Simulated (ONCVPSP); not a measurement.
## germanium (Ge), ONCV: configuration errors across variants

```json
{
 "Element": "germanium",
 "Generator": "ONCVPSP 4.0.1",
 "Type": "optimised norm-conserving Vanderbilt (ONCV)",
 "Functional": "PBE",
 "Relativity": "scalar-relativistic",
 "Frozen core": "[Ar]",
 "Valence charge": "14",
 "Reference configuration": "3d10 4s1 4p3",
 "Partial waves": "4s: rc 1.50 bohr, ncon 4, nbas 7, qcut 4.4 1/bohr, 2 projectors, debl 2.2 Ha; 4p: rc 1.90 bohr, ncon 4, nbas 8, qcut 4.5 1/bohr, 1 projector; 3d: rc 1.05 bohr, ncon 4, nbas 9, qcut 16.7 1/bohr, 2 projectors, debl 1.2 Ha",
 "Local potential": "polynomial inside 0.95 bohr (lpopt 5, dvloc0 1 Ha)",
 "Core correction": "Teter function, fcfact 3, rcfact 1.65"
}
```

All-electron excitation energies from the reference (eV): (1) 3d10 4s2 4p2 -7.972; (2) 3d10 4s2 4p1 -0.528; (3) 3d10 4s2 4p0 14.911; (4) 3d10 4s0 4p4 8.223.

1 further variants failed, have other tests or too few solved ones, and are left out.

Errors AE − PS in meV (a dash: test not solved or not reliable):

```json
{"change": "base", "(1)": "+3.0", "(2)": "+0.4", "(3)": "-0.2", "(4)": "+2.8", "bound ghosts": "none", "GHOST(+) flags above zero": "s"}
{"change": "d: qcut 10.1", "(1)": "+2.5", "(2)": "0.0", "(3)": "-0.4", "(4)": "+2.2", "bound ghosts": "none", "GHOST(+) flags above zero": "s"}
{"change": "d: qcut 13.2", "(1)": "+2.9", "(2)": "+0.3", "(3)": "-0.3", "(4)": "+2.7", "bound ghosts": "none", "GHOST(+) flags above zero": "s"}
{"change": "d: qcut 16.5", "(1)": "+3.0", "(2)": "+0.4", "(3)": "-0.2", "(4)": "+2.8", "bound ghosts": "none", "GHOST(+) flags above zero": "s"}
{"change": "d: qcut 18.9", "(1)": "+3.0", "(2)": "+0.5", "(3)": "-0.2", "(4)": "+2.8", "bound ghosts": "none", "GHOST(+) flags above zero": "s"}
```

Q: Give the same row for: d: qcut 21.3.

A: +3.0, +0.5, -0.2, +2.8; bound ghosts: none; GHOST(+) flags above zero: s.
